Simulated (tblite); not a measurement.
Compound: C₅H₁₁ClGeSi.
Numbering: `[CH3:1][C:2]1=[CH:3][SiH2:4][Ge@H:5]1[CH2:6][CH2:7][Cl:8]` (hydrogens: H9, H10, H11 on C1; H12 on C3; H13, H14 on Si4; H15 on Ge5; H16, H17 on C6; H18, H19 on C7)

Computed with GFN2-xTB (tblite), gas phase: L-BFGS steps from a force-field or distance-geometry start until the largest atomic force falls under 0.01 eV/Å.

Step 23: E = -665.4849 eV
```
atom  x, y, z in Å  |  force x, y, z in eV/Å
C1     -1.9852   -1.4866    0.1880    0.027   0.016   0.002
C2     -1.3254   -0.1685   -0.0448   -0.008   0.075   0.017
C3     -1.7632    0.9962    0.4648    0.004   0.014  -0.005
Si4    -0.6563    2.3887   -0.1587   -0.019   0.000  -0.005
Ge5     0.2480    0.3991   -1.1448    0.069   0.047   0.066
C6      1.9751   -0.5561   -0.6943   -0.049   0.045  -0.049
C7      2.2209   -0.6443    0.7894   -0.028  -0.051  -0.077
Cl8     2.0728    0.9699    1.5116    0.035   0.011   0.021
H9     -3.0706   -1.3784    0.1601    0.026  -0.045   0.025
H10    -1.7128   -1.8811    1.1686    0.015   0.007   0.005
H11    -1.6806   -2.2134   -0.5635    0.000   0.022  -0.017
H12    -2.6316    1.0751    1.1074   -0.021  -0.006  -0.012
H13    -1.3060    3.3563   -1.0554    0.016  -0.052   0.033
H14     0.1469    3.1030    0.8382   -0.054  -0.015  -0.065
H15     0.0297   -0.1163   -2.5786   -0.046   0.033  -0.075
H16     1.9584   -1.5587   -1.1261    0.035   0.028   0.066
H17     2.7858   -0.0021   -1.1710    0.017  -0.066  -0.010
H18     1.4640   -1.2606    1.2716    0.019  -0.053   0.046
H19     3.2204   -1.0132    1.0298   -0.038  -0.009   0.034
```

Step 24: E = -665.4869 eV
```
atom  x, y, z in Å  |  force x, y, z in eV/Å
C1     -1.9804   -1.4846    0.1891    0.017   0.008   0.005
C2     -1.3192   -0.1666   -0.0422   -0.062   0.082   0.018
C3     -1.7641    0.9982    0.4623    0.017   0.006   0.008
Si4    -0.6592    2.3924   -0.1594   -0.013  -0.033   0.007
Ge5     0.2502    0.4039   -1.1457    0.066   0.045   0.087
C6      1.9731   -0.5563   -0.6963    0.013   0.007   0.006
C7      2.2199   -0.6481    0.7883   -0.024  -0.025  -0.047
Cl8     2.0752    0.9682    1.5115    0.032  -0.018   0.009
H9     -3.0661   -1.3758    0.1624    0.035  -0.037   0.023
H10    -1.7098   -1.8824    1.1693    0.024   0.012  -0.012
H11    -1.6789   -2.2102   -0.5653    0.008   0.026  -0.004
H12    -2.6345    1.0783    1.1032   -0.003  -0.022  -0.028
H13    -1.3167    3.3519   -1.0564    0.016  -0.024   0.019
H14     0.1424    3.1043    0.8403   -0.053  -0.007  -0.071
H15     0.0285   -0.1133   -2.5773   -0.048   0.032  -0.083
H16     1.9577   -1.5596   -1.1262    0.010   0.021   0.053
H17     2.7888   -0.0083   -1.1723    0.002  -0.050   0.000
H18     1.4643   -1.2642    1.2750    0.019  -0.028   0.009
H19     3.2190   -1.0184    1.0322   -0.056   0.006   0.001
```

Step 25: E = -665.4884 eV
```
atom  x, y, z in Å  |  force x, y, z in eV/Å
C1     -1.9760   -1.4829    0.1900    0.008   0.005   0.006
C2     -1.3149   -0.1641   -0.0399   -0.076   0.054   0.006
C3     -1.7646    1.0002    0.4607    0.010   0.005   0.023
Si4    -0.6615    2.3945   -0.1602   -0.009  -0.045   0.010
Ge5     0.2532    0.4081   -1.1445    0.038   0.032   0.061
C6      1.9716   -0.5562   -0.6979    0.059  -0.028   0.048
C7      2.2183   -0.6515    0.7868   -0.014   0.006   0.003
Cl8     2.0778    0.9666    1.5115    0.025  -0.043  -0.001
H9     -3.0618   -1.3742    0.1645    0.030  -0.028   0.022
H10    -1.7066   -1.8830    1.1697    0.035   0.013  -0.022
H11    -1.6772   -2.2070   -0.5670    0.018   0.028   0.006
H12    -2.6368    1.0805    1.0991   -0.002  -0.028  -0.028
H13    -1.3251    3.3475   -1.0568    0.013   0.003   0.000
H14     0.1376    3.1048    0.8405   -0.038   0.010  -0.059
H15     0.0265   -0.1098   -2.5773   -0.043   0.041  -0.061
H16     1.9570   -1.5599   -1.1252   -0.014  -0.001   0.031
H17     2.7912   -0.0141   -1.1732    0.001  -0.029   0.003
H18     1.4649   -1.2680    1.2778    0.011  -0.005  -0.023
H19     3.2166   -1.0224    1.0340   -0.052   0.009  -0.025
```

Step 26: E = -665.4896 eV
```
atom  x, y, z in Å  |  force x, y, z in eV/Å
C1     -1.9723   -1.4812    0.1907    0.002   0.006   0.003
C2     -1.3126   -0.1615   -0.0382   -0.055   0.012  -0.012
C3     -1.7646    1.0021    0.4600   -0.006   0.006   0.032
Si4    -0.6634    2.3954   -0.1611   -0.009  -0.033   0.003
Ge5     0.2565    0.4117   -1.1421    0.006   0.007   0.017
C6      1.9713   -0.5567   -0.6983    0.068  -0.045   0.059
C7      2.2169   -0.6542    0.7857   -0.002   0.025   0.044
Cl8     2.0803    0.9646    1.5112    0.016  -0.046  -0.001
H9     -3.0577   -1.3731    0.1665    0.012  -0.023   0.021
H10    -1.7032   -1.8830    1.1697    0.045   0.012  -0.022
H11    -1.6755   -2.2039   -0.5684    0.027   0.026   0.009
H12    -2.6388    1.0818    1.0950   -0.014  -0.025  -0.015
H13    -1.3319    3.3440   -1.0566    0.010   0.020  -0.014
H14     0.1326    3.1055    0.8395   -0.017   0.029  -0.038
H15     0.0244   -0.1064   -2.5778   -0.033   0.056  -0.025
H16     1.9556   -1.5602   -1.1239   -0.028  -0.026   0.011
H17     2.7932   -0.0191   -1.1736    0.010  -0.010   0.004
H18     1.4654   -1.2711    1.2794   -0.006   0.007  -0.040
H19     3.2139   -1.0255    1.0347   -0.026   0.002  -0.035
```

Task: Estimate the geometry and energy of step 27. (The exact step hangs on the optimiser's Hessian estimate; all steps are aligned on step 26, rigid shifts and turns removed.)

Result: E = -665.4906 eV, largest force 0.073 eV/Å
```
atom  x, y, z in Å  |  force x, y, z in eV/Å
C1     -1.9690   -1.4795    0.1914   -0.002   0.005   0.000
C2     -1.3114   -0.1590   -0.0369   -0.020  -0.024  -0.029
C3     -1.7648    1.0039    0.4601   -0.021   0.004   0.031
Si4    -0.6654    2.3958   -0.1618   -0.012  -0.008  -0.008
Ge5     0.2596    0.4149   -1.1396   -0.018  -0.022  -0.020
C6      1.9723   -0.5580   -0.6976    0.045  -0.042   0.040
C7      2.2158   -0.6563    0.7855    0.009   0.025   0.059
Cl8     2.0828    0.9619    1.5108    0.006  -0.028   0.008
H9     -3.0540   -1.3724    0.1687   -0.009  -0.020   0.021
H10    -1.6992   -1.8828    1.1692    0.054   0.011  -0.014
H11    -1.6734   -2.2006   -0.5693    0.034   0.021   0.005
H12    -2.6410    1.0822    1.0912   -0.029  -0.018   0.003
H13    -1.3380    3.3416   -1.0565    0.011   0.028  -0.022
H14     0.1277    3.1071    0.8380    0.003   0.043  -0.019
H15     0.0224   -0.1029   -2.5783   -0.023   0.069   0.009
H16     1.9537   -1.5611   -1.1228   -0.033  -0.044   0.001
H17     2.7953   -0.0237   -1.1739    0.020   0.001   0.006
H18     1.4654   -1.2736    1.2797   -0.024   0.010  -0.042
H19     3.2113   -1.0284    1.0348    0.010  -0.011  -0.028
```

The energy changes by -0.0010 eV. The first-order estimate −F·Δx gives -0.0014 eV and the mean of the old and new forces, exact on a quadratic surface, -0.0010 eV. The step makes an angle of 67° with the force vector and moves no atom by more than 0.007 Å.

The cost below is that of the whole relaxation. On an Arm Neoverse N1 with one thread, no GPU, on a shared host, this took 2.2 s wall.
